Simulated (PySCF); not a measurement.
A structure optimised at B3LYP-D3(BJ)/def2-SVP, used in a PySCF frequency run:

```xyz
12

Zr     0.0618     1.1185     0.0000
O     -0.3964    -0.7113     0.0000
C     -0.6608    -2.0951     0.0000
C      0.6264    -2.9033     0.0000
H     -1.2703    -2.3323    -0.8896
H     -1.2703    -2.3323     0.8896
H      1.2289    -2.6756    -0.8932
H      0.3998    -3.9812     0.0000
H      1.2289    -2.6756     0.8932
H      1.0638     1.4260     1.5473
H     -1.5370     2.0857     0.0000
H      1.0638     1.4260    -1.5473
```
Charge 0, spin multiplicity 1.

Q: Write its SMILES, formula and point group.

A: CC[O][ZrH3], C2H8OZr, Cs

Q: What are its rotational constants (standard atomic weights)?

A: 15.824, 1.5278, 1.4578 GHz
